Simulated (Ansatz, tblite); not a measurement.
Forces on W₂S₄⁻ at its PBE-D4/def2-SVPD geometry. The state is a doublet with charge -1.

In the def2 sets W takes a core potential; there is no spin–orbit coupling. The xTB rows come from tblite. No other spin state of charge -1 was run. Another isomer (doublet) lies 1.94 eV lower at PBE0-D4/def2-TZVPD; other spin states weren't run for this one.

GFN1-xTB (tblite), largest force 31.96 eV/Å:

```xyz
6
positions Å, forces eV/Å
W     0.281    0.257    0.047   22.202   17.644  -14.733
W    -1.309   -0.973    1.049  -22.813  -17.113   14.285
S     0.071    0.252    2.492    0.221   -0.054   -0.356
S    -0.383    2.020   -1.362    0.696   -0.980   -0.129
S     0.982    0.690   -2.311   -0.630    0.444    1.081
S     0.357   -2.245    0.084    0.324    0.060   -0.148
```

GFN2-xTB (tblite), largest force 15.12 eV/Å:

```
W 9.456 7.748 -6.917
W -11.939 -7.157 5.898
S 0.996 0.739 0.759
S 0.794 -0.745 -0.187
S -0.791 0.549 1.039
S 1.485 -1.134 -0.592
```

PBE-D4/def2-TZVPD (Ansatz), largest force 0.59 eV/Å:

```
W -0.084 -0.020 -0.170
W 0.427 -0.005 0.070
S -0.156 -0.115 -0.382
S 0.357 -0.440 -0.039
S -0.326 0.230 0.430
S -0.219 0.350 0.091
```
